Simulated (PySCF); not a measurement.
Gas-phase reaction: 2 SnF4 + 2 SnO ⇌ 4 SnF2 + O2

Computed with PySCF and rigid-rotor harmonic-oscillator thermochemistry at 1 bar. † marks an energy on the PBE0/def2-TZVP geometry and frequencies; other levels use their own. MP2 freezes the core. Open shells (unrestricted): O2 (multiplicity 3); the rest are closed-shell singlets. B3LYP is the form with VWN-RPA correlation. Sn: scalar-relativistic def2 core potential, no spin-orbit coupling. MP2 isn't extrapolated to the basis-set limit; its ΔH°(298 K) is 79.6 kJ in def2-SVP and 71.5 kJ in def2-TZVPP. The harmonic model lacks anharmonicity and excited electronic states, which grow with temperature; levels with a mode under 35 cm⁻¹ are left out.

```
level               ΔE electronic, kJ  ΔH°(298 K), kJ  ΔS°(298 K), J/K  ΔG°(1600 K), kJ
------------------  -----------------  --------------  ---------------  ---------------
B3LYP/def2-TZVP†                 -113            -121              220             -451
MP2/def2-SVP†                      88              80              220             -250
PBE/def2-SVP                     -116            -122              213             -438
PBE0/def2-SVP†                   -152            -160              220             -490
PBE0/def2-TZVP                    -87             -95              220             -424
r2SCAN/def2-TZVP†                 -57             -65              220             -394
ωB97M-V/def2-TZVP†                -67             -75              220             -405
```
ΔH° is lowest at PBE0/def2-SVP† and highest at MP2/def2-SVP†. No reference value is set beside these.
